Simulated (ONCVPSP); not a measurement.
# What the settings do to the ONCV potential of lead

Base potential:

| Property | Result |
| --- | --- |
| Element | Pb |
| Generator | ONCVPSP 4.0.1 |
| Type | optimised norm-conserving Vanderbilt (ONCV) |
| Functional | LDA (Perdew-Zunger) |
| Relativity | scalar-relativistic |
| Frozen core | [Xe] 4f14 |
| Valence charge | 14 |
| Reference configuration | 5d10 6s1.75 6p2.25 |
| Partial waves | 6s: rc 1.70 bohr, ncon 4, nbas 8, qcut 3.1 1/bohr, 2 projectors, debl 2.8 Ha; 6p: rc 2.00 bohr, ncon 4, nbas 8, qcut 3.5 1/bohr, 2 projectors, debl 3.4 Ha; 5d: rc 1.45 bohr, ncon 3, nbas 8, qcut 10.2 1/bohr, 2 projectors, debl 2.5 Ha; f scattering state at 0.26 Ha: rc 2.05 bohr, ncon 4, nbas 7, qcut 6 1/bohr, 2 projectors, debl 1 Ha |
| Local potential | polynomial inside 1.45 bohr (lpopt 5, dvloc0 1 Ha) |
| Core correction | none |

All-electron outer shells of the reference configuration (LDA (Perdew-Zunger), scalar-relativistic, ld1.x):

```json
{"shell": "4f", "level (eV)": "-133.73", "outermost node (bohr)": "–", "outermost maximum (bohr)": "0.35"}
{"shell": "5p", "level (eV)": "-86.42", "outermost node (bohr)": "0.49", "outermost maximum (bohr)": "0.88"}
{"shell": "5d", "level (eV)": "-21.72", "outermost node (bohr)": "0.52", "outermost maximum (bohr)": "1.07"}
{"shell": "6s", "level (eV)": "-12.62", "outermost node (bohr)": "1.01", "outermost maximum (bohr)": "1.95"}
{"shell": "6p", "level (eV)": "-3.89", "outermost node (bohr)": "1.18", "outermost maximum (bohr)": "2.63"}
```

Cutoffs, loose and tight: the cutoffs (Ha) at which the residual kinetic energy of the hardest occupied pseudo-wave falls to 1 and 0.1 mHa per electron. They do not see the model core or the augmentation charge, which bear on the density cutoff. Test errors are all-electron minus pseudo excitation energies from the reference, over the configurations 5d10 6s2 6p2; 5d10 6s2 6p1; 5d10 6s2 6p0; 5d10 6s0 6p0. A dash means not determined; rows that change the core or the reference have their own tests. The largest error is taken over the tests solved by every variant that gives reliable tests at all: 5d10 6s2 6p0; 5d10 6s2 6p1; 5d10 6s2 6p2.

For the base: The cutoffs count occupied waves only; projector 2 of the p channel, the hardest unoccupied one, needs 67 Ha at the loose tolerance.

A true bound ghost makes a file unfit for plane-wave use even where its test errors are small: the radial tests pick states by their node count and pass the ghost by.

| change | outcome | cutoff, loose | cutoff, tight | bound ghosts | GHOST(+) flags above zero | largest test error (meV) |
| --- | --- | --- | --- | --- | --- | --- |
| base | generated | 26 Ha | 57 Ha | s | none | -11 |
| d: rc 0.98; local potential polynomial inside 0.98 bohr (lpopt 5, dvloc0 1 Ha) | generated | 25 Ha | 57 Ha | s, p | s, p, f | -13 |
| d: rc 1.26; local potential polynomial inside 1.26 bohr (lpopt 5, dvloc0 1 Ha) | generated | 24 Ha | 57 Ha | s | p, f | -13 |
| d: rc 1.34; local potential polynomial inside 1.34 bohr (lpopt 5, dvloc0 1 Ha) | generated | 25 Ha | 57 Ha | s | p, f | -13 |
| d: rc 1.5 | generated | 26 Ha | 57 Ha | s | none | -11 |
| d: rc 1.88 | generated | 26 Ha | 57 Ha | s | none | -11 |
| d: rc 2.1 | generated | 24 Ha | 57 Ha | s | none | -11 |

Problem. What comes out with this change to the base: d: rc 1.76?

Solution. outcome: generated; cutoff, loose: 27 Ha; cutoff, tight: 57 Ha; bound ghosts: s; GHOST(+) flags above zero: none; largest test error (meV): -11.

Reading the sweep of the d radius (base included, trends over the rows without a ghost): Bound ghosts are found at 0.98, 1.26, 1.34, 1.45, 1.5, 1.76, 1.88, 2.1 bohr. Every judged row has one, so this setting neither creates nor removes them.
